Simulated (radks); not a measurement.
The hydrogen anion H-, [He], held by a Watson sphere: a shell of charge +1 at radius R that stands for the Madelung well of a crystal (potential energy -1/R inside, -1/r outside, in hartree with lengths in bohr). Method: non-relativistic Kohn-Sham, LDA (Slater exchange, Perdew-Wang correlation), spin-polarised, spherical densities, point nucleus; computed with a radial shooting solver on a logarithmic mesh with Libxc functionals. Response by self-consistent Sternheimer equations with the Hartree and adiabatic LDA kernel. The sphere does not respond.

| R (bohr) | e(1s) (eV) | <r> 1s (bohr) | sum of <r^2> (bohr^2) | X-ray form factor at sin(theta)/lambda = 0.3 1/angstrom | alpha (bohr^3) |
|---|---|---|---|---|---|
| 1.43 | -8.302 | 1.610 | 6.853 | 0.422 | 9.719 |
| 1.61 | -7.780 | 1.682 | 7.485 | 0.383 | 11.50 |
| 2.08 | -6.663 | 1.850 | 9.108 | 0.316 | 16.91 |
| 2.41 | -6.033 | 1.953 | 10.21 | 0.289 | 21.33 |
| 2.51 | -5.862 | 1.982 | 10.53 | 0.284 | 22.76 |
| 2.65 | -5.635 | 2.020 | 10.98 | 0.277 | 24.85 |
| 2.9 | -5.263 | 2.084 | 11.76 | 0.268 | 28.80 |
| 3.11 | -4.980 | 2.133 | 12.39 | 0.263 | 32.32 |
| 3.18 | -4.890 | 2.149 | 12.59 | 0.261 | 33.54 |
